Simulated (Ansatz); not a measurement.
`C[SiH](F)[InH2]` → `[CH2]` (triplet) + `F[SiH2][InH2]`  (formal loss of a carbene)

Calculated with Ansatz (gas phase, PBE0-D4/def2-TZVP geometries, no zero-point term in ΔE). CCSD(T)/CBS is the MP2 limit (def2-TZVPP, def2-QZVPP) plus CCSD(T) − MP2 in def2-TZVPP, frozen cores. This one scheme is used for every species. Functionals use def2-TZVPP. B3LYP here is the variant with VWN-RPA as its local correlation; programs differ in this. HSE06 is defined as in plane-wave codes. Triplets are unrestricted, without spin–orbit coupling. Elements past krypton have def2 core potentials. For In outer-core shells are correlated without core-valence functions, which leaves a few kJ/mol of doubt a bond.

`C[SiH](F)[InH2]`:

Z-matrix (Å, degrees):
```
C
Si 1 1.867
H 1 1.093 2 110.4
H 1 1.094 2 109.9 3 119.3
H 1 1.092 2 111.8 3 -120.6
F 2 1.615 1 107.8 3 56.9
In 2 2.586 1 114.0 3 179.5
H 2 1.494 1 108.6 3 -57.4
H 7 1.728 2 123.2 1 -124.1
H 7 1.734 2 119.6 1 56.3
```

`[CH2]` (triplet):

```xyz
3

C     0.077    0.254   -0.077
H     0.800   -0.220    0.569
H    -0.877   -0.033   -0.492
```

`F[SiH2][InH2]`:

Z-matrix (Å, degrees):
```
Si
In 1 2.582
F 1 1.612 2 111.5
H 1 1.490 2 112.0 3 -119.8
H 1 1.490 2 112.0 3 119.7
H 2 1.729 1 119.0 3 179.9
H 2 1.725 1 122.4 3 -0.1
```

```
             level  ΔE (kcal/mol)  difference from CCSD(T)/CBS
       LDA (SPW92)          132.6                         17.0
            PBE-D4          117.0                          1.4
         revPBE-D4          113.6                         -2.0
           BLYP-D4          113.4                         -2.2
         r2SCAN-D4          110.6                         -5.0
            B97M-V          115.8                          0.2
           PBE0-D4          114.9                         -0.7
        r2SCAN0-D4          109.5                         -6.1
          HSE06-D4          115.0                         -0.6
      CAM-B3LYP-D4          114.4                         -1.2
           ωB97X-V          117.5                          1.9
           ωB97M-V          116.2                          0.6
            B2PLYP          112.9                         -2.7
               PBE          115.4                         -0.2
            revPBE          109.4                         -6.2
              BLYP          110.1                         -5.5
            r2SCAN          110.2                         -5.4
              PBE0          113.6                         -2.0
             B3LYP          111.0                         -4.6
           r2SCANh          109.7                         -5.9
           r2SCAN0          109.0                         -6.6
             HSE06          113.7                         -1.9
             BHLYP          108.6                         -7.0
           LC-ωPBE          112.8                         -2.8
RPA@PBE/def2-TZVPP          109.9                         -5.7
       HF/def2-SVP           79.4                        -36.2
      MP2/def2-SVP          111.4                         -4.2
     CCSD/def2-SVP          106.6                         -9.0
  CCSD(T)/def2-SVP          108.5                         -7.1
     HF/def2-TZVPP           78.7                        -36.9
    MP2/def2-TZVPP          116.0                          0.4
SCS-MP2/def2-TZVPP          115.4                         -0.2
   CCSD/def2-TZVPP          109.6                         -6.0
CCSD(T)/def2-TZVPP          112.4                         -3.2
     HF/def2-QZVPP           78.7                        -36.9
    MP2/def2-QZVPP          117.9                          2.3
SCS-MP2/def2-QZVPP          117.5                          1.9
      HF/CBS(def2)           78.7                        -36.9
     MP2/CBS(def2)          119.2                          3.6
    CCSD/CBS(def2)          112.8                         -2.8
       CCSD(T)/CBS          115.6                            0
```

(1) What do rigid-rotor, harmonic-oscillator terms from PBE0-D4/def2-TZVP frequencies (298.15 K, 1 bar) make of the CCSD(T)/CBS value? (Estimate.)

Largest T1 diagnostic among the species: 0.014.

Answers

(1) Ansatz gave: ΔZPE = -7.2 kcal/mol, ΔH = +109.6 kcal/mol, ΔS = 156 J/(mol·K), ΔG = +98.5 kcal/mol. Open shells count their whole term as degenerate.

From BLYP to BHLYP (50 % exact exchange), in def2-TZVPP and without D4, ΔE moves by −1.4 kcal/mol. The D4 term adds +2.5 kcal/mol with B3LYP and +1.4 kcal/mol with PBE0; it sums over pairs of atoms, weighted by their polarisabilities, and B3LYP, whose exchange is more repulsive, gets the larger term. Leaving LDA and LC-ωPBE aside and taking each functional with its dispersion term where it has one, the values spread over 7.9 kcal/mol, from r2SCAN0-D4 to ωB97X-V. LDA lies +17.2 kcal/mol from PBE without D4.

CCSD(T)/CBS has its own doubt, a few kJ/mol and more with outer-core shells, so smaller differences from it don't rank the levels.
